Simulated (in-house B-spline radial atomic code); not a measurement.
Excitations of Pd⁴⁴⁺ by several methods

Full response, energies in eV; labels give the largest channel, * marks a mixed state, a dash one above the method's threshold, and an imaginary frequency an unstable closed-shell reference. Computed with an all-electron radial atomic-structure program (B-spline basis): linear response of the closed shell 1s2 with each method's own kernel (bare exchange for TDHF, static screening on G0W0 levels for BSE, the adiabatic kernel for functionals); non-relativistic, point nucleus, no spin-orbit coupling, no double excitations, S, P, D and F terms only.

Without relativity these are model numbers for so heavy an element.

| method | 1s → 2s 3S | 1s → 2s 1S | 1s → 2p 3P | α (bohr³) |
| --- | --- | --- | --- | --- |
| TDHF | 21047.86 | 21101.75 | 21094.65 | 2.074e-06 |
| PBE | 20942.67 | 20995.39 | 20999.49 | 2.083e-06 |
| BP86 | ? | ? | ? | ? |
| PBEsol | ? | ? | ? | ? |
| PBE0 | 20969.28 | 21022.26 | 21023.57 | 2.081e-06 |

Q: What does BP86 give?

A: 1s → 2s 3S: 20949.22; 1s → 2s 1S: 21000.58; 1s → 2p 3P: 21006.05; α: 2.082e-06 (eV, bohr³).

Q: What does PBEsol give?

A: 1s → 2s 3S: 20932.40; 1s → 2s 1S: 20985.02; 1s → 2p 3P: 20989.89; α: 2.085e-06 (eV, bohr³).
